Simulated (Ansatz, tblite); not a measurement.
Cost and result up the ladder for Hg2S3 (5 atoms). The state is a singlet with charge 0. Geometry: r2SCAN-D4/def2-SVP.

| atom | x (Å) | y (Å) | z (Å) |
| --- | --- | --- | --- |
| Hg1 | -0.986 | 1.037 | -0.692 |
| Hg2 | 1.392 | -0.701 | -0.306 |
| S3 | 0.913 | 0.752 | -2.236 |
| S4 | -1.192 | 0.343 | 1.697 |
| S5 | -0.126 | -1.430 | 1.536 |

Ansatz on 4 threads of Arm Neoverse V1 on a shared host; xTB runs through tblite on one thread. Times are rough, summed over both states, and most runs start from the orbitals of an earlier one. PBE0-D4/def2-TZVP serves as the yardstick here, not as an exact answer. Differences are given only for rows in sets of like size (and for xTB, whose basis is part of the method), since another set adds its own error. The other state is a doublet.

In the def2 sets Hg takes a core potential; there is no spin–orbit coupling. The xTB rows come from tblite. Correlated methods freeze 15 core orbitals; core or outer-core shells of Hg are correlated, in sets that lack core-valence functions. The rows differ in basis, and correlated rows in double-zeta sets carry the largest basis error. The structure comes from a short search, and lower isomers may exist.

Correlated methods converge slowly with the basis, most of all in double-zeta sets.

Raw xTB energies of ions are shifted by several eV.

```tsv
level	functions	wall time	vertical IE (eV)	difference from PBE0-D4/def2-TZVP (eV)	remarks
GFN1-xTB	35	0.009 s	13.64	5.74	–
GFN2-xTB	35	0.009 s	13.44	5.53	–
PBE-D4/def2-TZVP	197	9.7 s	7.92	0.02	–
PBE0-D4/def2-TZVP	197	18 s	7.91	0.00	–
r2SCAN-D4/def2-TZVP	197	24 s	7.95	0.05	–
CCSD(T)/def2-SVP	118	2.3 min	7.59	–	large T1 (0.031) (singlet)
```
